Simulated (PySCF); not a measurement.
# Dipole response of Ag (silver, neutral)

[Kr] 4d10 5s1, 2S determinant. Calculation: PySCF 2.14, in x2c-QZVPPall with one added diffuse shell each of s, p, d, f, g type (14s9p8d5f3g, 143 functions); the spin-free X2C one-electron Hamiltonian (Gaussian nucleus). Coupled (time-dependent) response in atomic units; α is the mean over directions.

| method | mean α (bohr³) | C₆ (like pair) | S(−4) |
| --- | --- | --- | --- |
| BLYP | 46.15 | 366.1 | 1510 |

S(−4) is the Cauchy moment in α(ω) = α(0) + S(−4) ω² + …

Reference α: 55 ± 8 bohr³ (recommended; Schwerdtfeger and Nagle, table of static dipole polarizabilities (2023 update)). Published C₆: 341.0 (Gould and Bucko (2016)).

α(iu) at BLYP:

| u (hartree) | α(iu) (bohr³) |
| --- | --- |
| 0 | 46.15 |
| 0.0500 | 42.75 |
| 0.100 | 35.61 |
| 0.200 | 23.50 |
| 0.300 | 16.74 |
| 0.500 | 10.40 |
| 0.750 | 6.978 |
| 1.00 | 5.166 |
| 1.50 | 3.259 |
| 2.00 | 2.271 |
| 3.00 | 1.288 |
| 5.00 | 0.5775 |

A single London oscillator, α(iu) = α/(1 + u²/ω²), gives C₆ = (3/4) ω α². Matching the computed C₆ needs ω = 4 × 366.1 / (3 × 46.15²) = 0.229 hartree.
